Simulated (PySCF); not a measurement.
C2H2F3, SMILES [C](F)(F)CF (connectivity only; charge and spin as stated), charge +1, multiplicity 1. Coordinates come from a ωB97X-D3(BJ)/def2-SVP optimisation. The multiplicity is an assumed one; other spin states were not compared. The isomer is the one that the SMILES or the coordinates give; other isomers of the formula were not compared. The values are those of a single conformer.

Method: ωB97X-D3(BJ)/def2-SVP in PySCF 2.14.0.

Harmonic wavenumbers (cm⁻¹): 123, 237, 485, 485, 641, 884, 1002, 1227, 1250, 1352, 1388, 1574, 1654, 3019, 3070. Rotational constants (GHz): 10.45, 3.904, 2.895; symmetry number 1.

### Question
Work out the zero-point energy and the ideal-gas rigid-rotor harmonic-oscillator thermochemistry at 298.15 K and 1 atm.

### Answer
ZPE = ½ Σ hcν = ½ × 18392 cm⁻¹ = 110.01 kJ/mol. H − E(el) = 125.05 kJ/mol. Entropy in J/(mol K): translation 163.86, rotation 106.33, vibration 29.39, total 299.57. G − E(el) = 35.73 kJ/mol. Cp = 70.17 J/(mol K). Modes under 150 cm⁻¹ make the vibrational entropy uncertain.
